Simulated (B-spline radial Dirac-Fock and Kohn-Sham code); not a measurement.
# Atomic SCF run for Ta

ΔSCF core binding energies without Breit or QED terms, calculated with a radial atomic solver. Keys: rel is the Hamiltonian (dirac, or spin-free x2c and nr, where L3 and M5 stand for the whole 2p and 3d shells), method is hf or an exchange,correlation pair (spin-unpolarised, also for the hole states), nuc the nuclear model, radius_factor scales its radius, rmax is the box in bohr, h the logarithmic mesh step, order the B-spline order, points the quadrature points per cell, c_factor scales the speed of light, and damp, ndamp, maxit and tol steer the iteration. The run stops when the commutator error falls below 10·tol·max(1, Z/10), or the numerical noise floor, and the energy has settled to about 1e-8 Ha; the virial ratio is −V/T.

Input (task.json):

```json
{"items": [{"Z": 73, "q": 0, "cfg": [[1, 0, 2], [2, 0, 2], [2, 1, 6], [3, 0, 2], [3, 1, 6], [3, 2, 10], [4, 0, 2], [4, 1, 6], [4, 2, 10], [4, 3, 14], [5, 0, 2], [5, 1, 6], [5, 2, 3], [6, 0, 2]], "A": 181, "rrms": 5.3507, "do": "settings", "holes": ["K", "L3", "M5"],
  "settings": [{"rel": "dirac", "method": "hf", "nuc": "fermi", "radius_factor": 1.0, "rmax": 45.0, "h": 0.3, "order": 8, "points": 2, "c_factor": 1.0, "maxit": 84, "damp": 0.5, "ndamp": 3, "tol": 1e-08}]}]}
```

Command: `python xray2_run.py task.json out`

Ground-state iterations:

```
iter   energy (Ha)        error
   1   -15615.20842207  2.16e+00
   2   -15615.20684031  2.60e-01
   3   -15616.45933586  8.15e-02
   4   -15616.51744057  9.42e-03
   5   -15616.51722481  1.20e-02
   6   -15616.51905686  1.19e-03
   7   -15616.51907110  1.30e-04
   8   -15616.51907185  9.93e-05
   9   -15616.51907205  8.15e-06
  10   -15616.51907206  1.38e-06
  11   -15616.51907206  3.26e-07
```

The ground state converged in 11 iterations, with total energy -15616.51907 Ha, virial ratio 1.89140 and highest orbital energy -6.92 eV. ΔSCF binding energies: K (1s) 67750.5 eV, L3 (2p3/2) 9913.4 eV, M5 (3d5/2) 1743.4 eV.

Q: One setting is unsound. Which, and why?

A: points is too small to integrate the splines. With the default settings (Dirac Hartree-Fock): The ground state converged in 11 iterations, with total energy -15616.57817 Ha, virial ratio 1.89139 and highest orbital energy -6.91 eV. ΔSCF binding energies: K (1s) 67750.5 eV, L3 (2p3/2) 9913.4 eV, M5 (3d5/2) 1743.5 eV.
